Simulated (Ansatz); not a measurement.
Basis-set series for CH6AlFSi2, SMILES `FC[SiH]1[AlH][SiH2]1`. Total charge 0; spin multiplicity 1. The geometry is a stationary point of PBE0-D4/def2-TZVP. It is one conformer, not always the lowest.

```json
{"functional": "PBE0-D4", "basis": "def2-SVP", "functions": "112", "energy (Eh)": "-962.04320", "HOMO (eV)": "-6.33", "LUMO (eV)": "-2.39"}
{"functional": "PBE0-D4", "basis": "def2-QZVPP", "functions": "504", "energy (Eh)": "-962.53245", "HOMO (eV)": "-6.32", "LUMO (eV)": "-2.41"}
{"functional": "ωB97M-V", "basis": "def2-SVP", "functions": "112", "energy (Eh)": "-962.41090", "HOMO (eV)": "-8.15", "LUMO (eV)": "-0.63"}
{"functional": "ωB97M-V", "basis": "def2-QZVPP", "functions": "504", "energy (Eh)": "-962.90413", "HOMO (eV)": "-8.19", "LUMO (eV)": "-0.74"}
```

**Question.** Give the rows for def2-TZVPP. (An estimate is asked.)

**Answer.** Ansatz gave: 
```csv
functional,basis,functions,energy (Eh),HOMO (eV),LUMO (eV)
PBE0-D4,def2-TZVPP,272,-962.49905,-6.31,-2.39
ωB97M-V,def2-TZVPP,272,-962.87190,-8.17,-0.68
```
